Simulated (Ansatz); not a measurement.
`BC(=C)CI` + `COCN` → `BNCOC` + `C=CCI`  (ligand exchange at a B–C bond)

Computed with Ansatz on PBE0-D4/def2-TZVP structures; ΔE is electronic, products minus reactants. CBS: MP2 limit from def2 TZ/QZ plus the TZ coupled-cluster correction, frozen cores. This one scheme is used for every species. DFT in def2-TZVPP. B3LYP here is the variant with VWN-RPA as its local correlation; programs differ in this. def2 core potentials past Kr. For I outer-core shells are correlated without core-valence functions, which leaves a few kJ/mol of doubt a bond. Each species was taken in one conformer, which may not be the lowest.

Problem. Is it downhill or uphill in electronic energy at CCSD(T)/CBS, and by how much? (Best estimate.)

Solution. The calculation gave: Downhill: ΔE = -121.5 kJ/mol.

Problem. What do these levels give: PBE-D4, PBE0-D4, ωB97X-V, PBE, PBE0, B3LYP, HF/def2-TZVPP, MP2/def2-TZVPP, CCSD/def2-TZVPP, MP2/def2-QZVPP, SCS-MP2/def2-QZVPP, CCSD/CBS(def2)? (Estimate.)

Solution. The calculation gave: PBE-D4 -123.1, PBE0-D4 -122.9, ωB97X-V -122.4, PBE -126.5, PBE0 -125.8, B3LYP -130.1, HF/def2-TZVPP -124.8, MP2/def2-TZVPP -120.8, CCSD/def2-TZVPP -123.3, MP2/def2-QZVPP -120.6, SCS-MP2/def2-QZVPP -121.8, CCSD/CBS(def2) -122.7 kJ/mol.

Largest T1 diagnostic among the species: 0.012.

The D4 term adds +5.6 kJ/mol with B3LYP and +2.9 kJ/mol with PBE0; it sums over pairs of atoms, weighted by their polarisabilities, and B3LYP, whose exchange is more repulsive, gets the larger term.
